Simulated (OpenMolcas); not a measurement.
# Ge II: CASPT2 settings compared

- Program: OpenMolcas 26.06
- Basis: ANO-RCC-VDZ [5s4p1d]
- Scalar Hamiltonian: DKH2, point nucleus
- Active space: 3 electrons in 4 orbitals (4s 4p)
- State averaging: 2S+1 = 4 odd, 1 root (0 in the spin-orbit step); 2S+1 = 2 odd, 3 roots kept (CI in the orbitals of an earlier block); 2S+1 = 4 even, 3 roots; 2S+1 = 2 even, 6 roots kept (CI in the orbitals of an earlier block)
- Spin-orbit coupling: state interaction with AMFI integrals over the reference wave functions, term energies averaged over their components

Methods on the same reference wave functions:
A. CASSCF
B. XMS-CASPT2, IPEA 0.1 Eh, sigma2 regulariser 0.5 Eh (closed shells correlated: 3s 3p 3d)
C. XMS-CASPT2, IPEA 0.2 Eh, no level shift (closed shells correlated: 3d)
D. XMS-CASPT2, IPEA 0.5 Eh, imaginary shift 0.2 Eh (closed shells correlated: 3s 3p 3d)

Energies in cm⁻¹ above 4s² 4p ²P°_1/2, the measured ground level; measured values from NIST Handbook of Basic Atomic Spectroscopic Data.

```json
{"Level": "4s² 4p ²P°_1/2", "A": "0.0", "B": "0.0", "C": "0.0", "D": "0.0", "Measured": "0.0"}
{"Level": "4s² 4p ²P°_3/2", "A": "1732", "B": "1732", "C": "1732", "D": "1732", "Measured": "1767"}
{"Level": "4s 4p² ⁴P_1/2", "A": "43548", "B": "45560", "C": "45450", "D": "45450", "Measured": "51576"}
{"Level": "4s 4p² ⁴P_3/2", "A": "44206", "B": "46220", "C": "46110", "D": "46110", "Measured": "52291"}
{"Level": "4s 4p² ⁴P_5/2", "A": "45211", "B": "47220", "C": "47110", "D": "47120", "Measured": "53367"}
{"Level": "4s 4p² ²D_3/2", "A": "73159", "B": "73540", "C": "73560", "D": "73690", "Measured": "65016"}
{"Level": "4s 4p² ²D_5/2", "A": "73181", "B": "73560", "C": "73590", "D": "73720", "Measured": "65185"}
```

Deviations, from unrounded energies. A percentage is the sum of absolute deviations over the sum of measured energies, with the sign that they share, or ± where signs differ.

```
                  Against measurement  Levels      A      B      C      D
       mean absolute deviation (cm-1)       6   6700   5900   5900   6000
fine structure of the ground term (%)       1   -2.0   -2.0   -2.0   -2.0
             other configurations (%)       5  ±14.1  ±12.2  ±12.4  ±12.4
```

B, C, D lie about equally close to measurement and A furthest from it. The largest miss of B in the table is 4s 4p² ²D_3/2, by +8500 cm-1. The ranking rests on the paired levels alone, and a cruder setting can come out closer through cancelling errors.

Among B to D the level of the table that moves most is 4s 4p² ²D_3/2, by 160 cm-1 (lowest in B, highest in D). Moves below CASPT2's spread within the term are not significant.

The mean deviations of B to D differ by less than CASPT2's widest spread within a term (260 cm-1), so their order carries little weight.

The lowest spin-free term lies below A's lowest term by 0.019 hartree in B, 0.014 hartree in C, 0.018 hartree in D.

Term energies are means over components that CASPT2 splits; among the terms shown or strongly mixed into the levels shown the widest spread is 260 cm-1 (4s 4p² ²D, D). Some high roots are left out of the spin-orbit mixing, which shifts the levels that they would mix with. Terms from blocks run as CI alone lack orbitals of their own. Terms of s pⁿ other than that of highest spin mix with s² pⁿ⁻² d, which this space lacks; all of them can be thousands of cm-1 off, and some have no real level of that name. Without dynamic correlation excited terms often stand tens of per cent too high (terms of higher spin than the ground term too low), and those without a measured partner can miss by more than the paired ones (holds for A). Computed and measured levels are paired by configuration, term and J; levels that our copy of the source lacks, or whose pairing is in doubt (as where it misses far off the trend of its configuration), stay unpaired and out of the deviations. Levels of configurations outside the active space are missing. Levels that lie high or do not pair safely by name in every column are left out.

° marks odd parity.
